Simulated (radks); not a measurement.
Coulomb parameter of the 5d shell of the tungsten ion W2+ in the model configuration [Xe] 4f14 5d2 6p2, as a second difference U = [E(n + 0.5) + E(n - 0.5) - 2 E(n)] / (0.5)^2 with all orbitals relaxed. "Bare": the charge of the atom changes with n. "Screened": the 6p shell takes up the change at fixed total charge, which measures U(5d,5d) + U(6p,6p) - 2 U(5d,6p). Calculated with a radial shooting solver on a logarithmic mesh with Libxc functionals: Dirac Kohn-Sham, BLYP, spin-unpolarised, spherical densities, point nucleus; open shells are shared between the two j in proportion to 2j + 1.

| case | configuration | E - E(n) (eV) |
|---|---|---|
| start | [Xe] 4f14 5d2 6p2 | 0.000 |
| bare +0.5 | [Xe] 4f14 5d2.5 6p2 | -11.782 |
| bare -0.5 | [Xe] 4f14 5d1.5 6p2 | 14.574 |
| screened +0.5 | [Xe] 4f14 5d2.5 6p1.5 | -4.898 |
| screened -0.5 | [Xe] 4f14 5d1.5 6p2.5 | 5.390 |

U(bare) = 11.171 eV, U(screened by 6p) = 1.967 eV.
